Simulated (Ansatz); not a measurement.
As₆Se⁺. Total charge 1; doublet. Geometry r2SCAN-D4/def2-SVP, that of the neutral singlet; atoms count from 1.

```xyz
7

As    0.840    1.168   -1.479
As   -0.403   -0.977   -1.772
As   -0.803    1.881    0.274
As   -0.396   -2.001    0.443
As   -2.046   -0.265   -0.019
As    1.461    1.203    0.880
Se    1.347   -1.009    1.674
```

The structure comes from a short search, and lower isomers may exist.

**Question.** Estimate the Mulliken populations from the PBE/def2-SVP orbitals of Ansatz.

**Answer.** 
```json
{"atom": "As1", "charge (e)": "0.15", "spin (α − β)": "0.20"}
{"atom": "As2", "charge (e)": "0.15", "spin (α − β)": "0.20"}
{"atom": "As3", "charge (e)": "0.15", "spin (α − β)": "0.20"}
{"atom": "As4", "charge (e)": "0.16", "spin (α − β)": "-0.05"}
{"atom": "As5", "charge (e)": "0.15", "spin (α − β)": "0.20"}
{"atom": "As6", "charge (e)": "0.16", "spin (α − β)": "-0.05"}
{"atom": "Se7", "charge (e)": "0.08", "spin (α − β)": "0.30"}
```
Mulliken values depend strongly on the basis.

**Question.** Where does the spin sit?

**Answer.** Summed by element: As 0.70, Se 0.30, of 1 unpaired in all. Largest on single atoms: Se7 0.30, As5 0.20, As1 0.20.

**Question.** And the Mayer bond orders between heavy atoms (over 0.3)?

**Answer.** As1–As2 0.82 (2.50 Å); As1–As3 1.05 (2.51 Å); As1–As6 0.92 (2.44 Å); As2–As4 0.92 (2.44 Å); As2–As5 1.05 (2.51 Å); As3–As5 0.82 (2.50 Å); As3–As6 0.92 (2.44 Å); As4–As5 0.92 (2.44 Å); As4–Se7 1.03 (2.35 Å); As6–Se7 1.03 (2.35 Å).
